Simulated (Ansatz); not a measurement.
Reaction (hydrogenolysis of the In–N bond): `[NH2][In]([NH2])[NH2]` + H₂ → `[NH2][InH][NH2]` + NH₃

Calculated with Ansatz (gas phase, PBE0-D4/def2-TZVP geometries, no zero-point term in ΔE). CBS: MP2 limit from def2 TZ/QZ plus the TZ coupled-cluster correction, frozen cores. This one scheme is used for every species. DFT in def2-TZVPP. B3LYP here is the variant with VWN-RPA as its local correlation; programs differ in this. HSE06 is defined as in plane-wave codes. Elements past krypton have def2 core potentials. For In outer-core shells are correlated without core-valence functions, which leaves a few kJ/mol of doubt a bond. One conformer a species, not always the lowest.

Task: Is it downhill or uphill in electronic energy at CCSD(T)/CBS, and by how much? (Best estimate.)

Result: The calculation gave: Downhill: ΔE = -3.8 kcal/mol.

Task: What do these levels give: LDA (SPW92), B97M-V, PBE0-D4, B3LYP-D4, HSE06-D4, CAM-B3LYP-D4, B2PLYP, PBE, SCS-MP2/def2-TZVPP, CCSD(T)/def2-TZVPP, MP2/def2-QZVPP, MP2/CBS(def2)? (An estimate is asked.)

Result: Computed: LDA (SPW92) -7.7, B97M-V -9.1, PBE0-D4 -6.9, B3LYP-D4 -6.0, HSE06-D4 -6.9, CAM-B3LYP-D4 -6.9, B2PLYP -5.7, PBE -6.5, SCS-MP2/def2-TZVPP -4.1, CCSD(T)/def2-TZVPP -5.0, MP2/def2-QZVPP -2.4, MP2/CBS(def2) -2.0 kcal/mol.

Largest T1 diagnostic among the species: 0.015.

From r2SCAN to r2SCAN0 (25 % exact exchange), in def2-TZVPP and without D4, ΔE moves by −1.2 kcal/mol. The D4 term adds +1.3 kcal/mol with B3LYP and +0.8 kcal/mol with PBE0; it sums over pairs of atoms, weighted by their polarisabilities, and B3LYP, whose exchange is more repulsive, gets the larger term. Leaving LDA and LC-ωPBE aside and taking each functional with its dispersion term where it has one, the values, not all of them listed here, spread over 4.4 kcal/mol, from B97M-V to BLYP-D4. LDA lies −1.1 kcal/mol from PBE without D4.
